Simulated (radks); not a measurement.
Species: Ba+. Configuration: [Xe] 6s(up 0.625, down 0.375) (fractional occupations, a model configuration). Calculated with a radial shooting solver on a logarithmic mesh with Libxc functionals: non-relativistic Kohn-Sham, PBE, spin-polarised, spherical densities, point nucleus; relativity is left out, which matters for an element this heavy.

Unscreened Slater integrals over Kohn-Sham orbitals (eV). They are taken over the spin-up orbitals.

\begin{tabular}{lr}
integral & value \\ \hline
F0(6s,6s) & 5.4693 \\
F0(6s,5p) & 6.7635 \\
G1(6s,5p) & 0.50477 \\
F0(6s,5s) & 6.8535 \\
G0(6s,5s) & 0.30052 \\
F0(5p,5p) & 12.698 \\
F2(5p,5p) & 6.8579 \\
F0(5p,5s) & 13.434 \\
G1(5p,5s) & 9.1605 \\
F0(5s,5s) & 14.348 \\
\end{tabular}
